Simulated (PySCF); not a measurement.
## Vertical excitation energies

1,6-naphthyridine, C8H6N2.
InChI=1S/C8H6N2/c1-2-7-6-9-5-3-8(7)10-4-1/h1-6H

Computed with PySCF 2.14.0, density-fitted response routines, TDDFT PBE0/def2-SVPD, vertical, gas phase, core orbitals frozen in the response. Isolated species at its PBE0-D3(BJ)/def2-SVP geometry, gas phase.

Problem. What does the calculation give for the low-lying excited states?

Solution. 

| state | E (eV) | λ (nm) | f | symmetry | main configurations (H = HOMO, L = LUMO) |
| --- | --- | --- | --- | --- | --- |
| S1 | 4.10 | 302.7 | 0.0000 | – | H-1→L (90%) |
| S2 | 4.29 | 288.9 | 0.0023 | A″ | H-2→L (89%) |
| S3 | 4.47 | 277.6 | 0.058 | A′ | H→L (86%) |
| S4 | 4.86 | 255.1 | 0.0033 | A′ | H-3→L (52%), H→L+1 (39%) |
| S5 | 5.03 | 246.6 | 0.0010 | – | H-1→L+1 (96%) |
| S6 | 5.22 | 237.7 | 0.0002 | – | H-2→L+1 (96%) |

The lowest singlet comes at 303 nm (395 kJ/mol) in the ultraviolet; it is dark (f under 0.0005); its leading configuration is HOMO-1→LUMO (90%). The most intense listed level is S3 at 4.47 eV (278 nm, f = 0.058), 0.37 eV above S1. Löwdin shares by element: HOMO carbon 61% or more (atoms not listed hold the other 39%); LUMO carbon 41% or more, nitrogen 13% or more (atoms not listed hold the other 46%). The listed states span 1.12 eV, and the widest gap between neighbours is 0.39 eV (S3 to S4). Orbital energies (eV): HOMO-3 -8.10, HOMO-2 -7.82, HOMO-1 -7.59, HOMO -7.29, LUMO -2.05, LUMO+1 -1.10, LUMO+2 -0.07. Weighted by f, the mean energy of these states is 4.49 eV. No computed singlet lies in the visible range (380 to 750 nm); the lowest, at 303 nm, stands 0.83 eV above its violet end (3.26 eV). Symmetry labels in Cs follow from the direction of the transition dipole and are given only for states with f of 0.002 or more. The window holds the lowest 6 singlets.

Hardware: Arm Neoverse V2, one thread, shared host with 32 logical CPUs at a one-minute load of 17. Cost: 46 s wall, 1.0 GiB resident at most.
